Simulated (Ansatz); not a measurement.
Ansatz results at the PBE0-D4/def2-TZVP geometry: LUMO energy (ωB97M-V/def2-TZVPP) 1.07 eV; HOMO–LUMO gap (B3LYP/def2-TZVPP) 6.44 eV; HOMO–LUMO gap (PBE/def2-TZVPP) 4.65 eV.

Each molecule was computed in one conformer, which needn't be the lowest.

Q: Which molecule gave them?
A. `O[SiH](O)[GeH3]`
B. `C=C[SiH](O)[SiH](O)O`
C. `C[SiH2][SiH](C)Cl`
D. `C=C[Si](O)(O)O[SiH3]`

A: B. The others give `O[SiH](O)[GeH3]`: 1.46, 7.16, 5.58; `C=C[Si](O)(O)O[SiH3]`: 1.60, 7.15, 5.43; `C[SiH2][SiH](C)Cl`: 1.52, 7.17, 5.54.

B3LYP here is the variant with VWN-RPA as its local correlation; programs differ in this.
